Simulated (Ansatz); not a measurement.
Several settings on one geometry of ZrH₄ (that of the charge 0 singlet, PBE-D4/def2-TZVP). Ansatz on 4 threads of Arm Neoverse V2 on a shared host; times are rough.

```xyz
5

Zr    0.000    0.000    0.000
H     0.011   -0.016    1.851
H     1.741    0.012   -0.627
H    -0.882    1.513   -0.599
H    -0.870   -1.509   -0.625
```

Totals from different functionals, basis sets or treatments of relativity can't be compared as stabilities.

In the def2 sets Zr takes a core potential; there is no spin–orbit coupling.

The spins typed aren't always the lowest for that charge.

Task: Give the basis size and estimate the energy, ⟨S²⟩ and time of these runs.

```
run                           method  charge    state                                               further keys
  1  ROKS r2SCAN50-D3(BJ)/def2-mTZVP       0  triplet  scf: {omitted_lower_state_checks: [starts]}; forces asked
  2         RKS CAM-B3LYP/def2-mTZVP       0  singlet                           scf: {lower_state_search: light}
  3              UKS B97M-V/def2-SVP       1  doublet  scf: {omitted_lower_state_checks: [starts]}; forces asked
```

Result: 
| run | functions | energy (Eh) | ⟨S²⟩ | wall time |
| --- | --- | --- | --- | --- |
| 1 | 45 | -49.1413 | – | 6 s |
| 2 | 45 | -49.2972 | – | 0.35 s |
| 3 | 51 | -48.9632 | 0.75 | 2.9 s |

At ROKS r2SCAN50-D3(BJ)/def2-mTZVP the program marks the result for the charge 0 triplet as doubtful (asymmetric forces).
